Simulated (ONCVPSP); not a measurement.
Before and after: ONCV potential for Al (Z = 13)

* Element: Al
* Generator: ONCVPSP 4.0.1
* Type: optimised norm-conserving Vanderbilt (ONCV)
* Functional: Wu-Cohen
* Relativity: scalar-relativistic
* Frozen core: [He]
* Valence charge: 11
* Reference configuration: 2s2 2p6 3s2 (charge +1)
* Partial waves: 2s+3s: rc 1.20 bohr, ncon 4, nbas 9, qcut 12.8 1/bohr, 2 projectors; 2p: rc 0.95 bohr, ncon 3, nbas 7, qcut 11.5 1/bohr, 2 projectors, debl 2.6 Ha
* Local potential: polynomial inside 0.70 bohr (lpopt 5, dvloc0 0 Ha)
* Core correction: none

In the p channel the program set the typed energies aside and used -2.867, 0.250 Ha.

All-electron outer shells of the reference configuration (Wu-Cohen, scalar-relativistic, ld1.x):

| shell | level (eV) | outermost node (bohr) | outermost maximum (bohr) |
| --- | --- | --- | --- |
| 1s | -1518.44 | – | 0.08 |
| 2s | -116.29 | 0.16 | 0.50 |
| 2p | -78.03 | – | 0.43 |
| 3s | -14.80 | 0.80 | 2.01 |

Change: all radii scaled by about 1.15 (s 1.38, p 1.10 bohr); local potential polynomial inside 0.80 bohr (lpopt 5, dvloc0 0 Ha).

Cutoffs: the cutoffs (Ha) at which the residual kinetic energy of the hardest occupied pseudo-wave falls to 1 and 0.1 mHa per electron; they do not see the model core or the augmentation charge, which bear on the density cutoff. Errors are all-electron minus pseudo energies relative to the spin-unpolarised reference configuration.

Predict the effect on cutoff, ghosts and configuration errors.

The potential gets softer (63 Ha and 181 Ha → 55 Ha and 62 Ha); of the 4 tests that both files solve, the error grows in 2 and shrinks in 0 by more than 15 % and 0.3 meV (median size 0.8 → 1.0 meV); neither file shows a bound ghost. A larger radius leaves more room for a smooth pseudo-wave, so fewer plane waves are needed.

| quantity | base | changed |
| --- | --- | --- |
| cutoff, loose | 63 Ha | 55 Ha |
| cutoff, tight | 181 Ha | 62 Ha |
| loose cutoff by channel | s 27 Ha, p 63 Ha | s 31 Ha, p 55 Ha |
| bound ghosts | none | none |
| GHOST(+) flags under 300 eV | none | none |
| error for 2s2 2p6 3s2 3p1, meV [ΔE -5.74 eV] | +0.4 | +0.4 |
| error for 2s2 2p6 3s1, meV [ΔE 19.19 eV] | -1.2 | -1.5 |
| error for 2s2 2p6 3s0, meV [ΔE 47.33 eV] | -5.8 | -7.4 |
| error for 2s2 2p6 3s2 3p0.5, meV [ΔE -3.67 eV] | +0.2 | +0.2 |
